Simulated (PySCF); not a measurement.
Level of theory: PBE-D3(BJ)/def2-TZVP // r2SCAN-D4/def2-SVP in PySCF. All species are isolated molecules in the gas phase. One relaxed conformer stands for a flexible species; it need not be the lowest. 

Reference species: [Ti(OH)2(H)2] (neutral, multiplicity 1).

```yaml
HOMO–LUMO gap: 3.45 eV
charge on the central atom (meta-Löwdin): 1.05 e
charge on the central atom (Mulliken): 1.01 e
LUMO: -3.07 eV
```

After one change: the HOMO–LUMO gap rises by 1.73 eV; the charge on the central atom (meta-Löwdin) goes up by 0.29 e; the charge on the central atom (Mulliken) rises by 0.30 e; the LUMO rises by 0.99 eV.

Question: Name the change that produced these shifts. The new species is one of these.
A. [Ti(OH)(H)3]
B. [Ti(OH)4]
C. [Ti(H)4]
D. [Ti(OH)3(H)]

Answer: B, [Ti(OH)4]
